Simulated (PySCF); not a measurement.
3-methylpenta-1,2-diene (C6H10), SMILES C(=C(CC)C)=C.

The structure is a stationary point at TPSSh-D3(BJ)/def2-SVP. The values are those of a single conformer.

Calculation: PySCF with SMD-M06-2X/def2-SVP.

Solvation free energies are E(SMD) − E(gas) at the gas-phase geometry, for 1 M in both phases. In vacuum the dipole moment is 0.58 D.

```json
[
 {"solvent": "water", "ΔG(solv) (kcal/mol)": "1.5", "its non-electrostatic (CDS) part": "4.4", "dipole (D)": "0.95"},
 {"solvent": "n-hexane", "ΔG(solv) (kcal/mol)": "-3.6", "its non-electrostatic (CDS) part": "-2.6", "dipole (D)": "0.70"},
 {"solvent": "ethanol", "ΔG(solv) (kcal/mol)": "-3.0", "its non-electrostatic (CDS) part": "-0.2", "dipole (D)": "0.93"}
]
```
